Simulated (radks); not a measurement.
The numbers below are computed, except where a source is named.
Effect of the nuclear size on neutral terbium, [Xe] 4f9 6s2. Level of theory: Dirac Kohn-Sham, PBE, spin-unpolarised, spherical densities, finite nucleus; open shells are shared between the two j in proportion to 2j + 1; Fermi nuclear charge, rms radius 5.06 fm (a radial shooting solver on a logarithmic mesh with Libxc functionals). The rms radius is varied about that value; shifts are against it.

rms radius (fm)  total energy shift (eV)  density at nucleus (e/bohr^3)  1s1/2 shift (meV)  2s1/2 shift (meV)  5s1/2 shift (meV)  5p1/2 shift (meV)  6s1/2 shift (meV)  4f7/2 shift (meV)  6p1/2 (empty) shift (meV)
4.2504                             -6.66                      7.189e+05              -2740               -356              -2.64              0.322             -0.100              0.519                      0.104
4.6451                             -3.52                      7.023e+05              -1450               -188              -1.40              0.170             -0.053              0.274                      0.055
5.06                                   0                      6.867e+05              0.000              0.000              0.000              0.000              0.000              0.000                      0.000
5.2573                              1.75                      6.798e+05                721               93.6              0.694             -0.085              0.026             -0.136                     -0.027
6.0619                              9.40                      6.548e+05               3870                503               3.72             -0.454              0.141             -0.732                     -0.147

Slopes of the eigenvalues against <r^2> in GHz/fm^2, as finite differences over the two radii next to the reference (eigenvalue slopes, not the field-shift constants of lines): 1s1/2 86500, 2s1/2 11200, 5s1/2 83.3, 5p1/2 -10.2, 6s1/2 3.16, 4f7/2 -16.4, 6p1/2 (empty) -3.29.
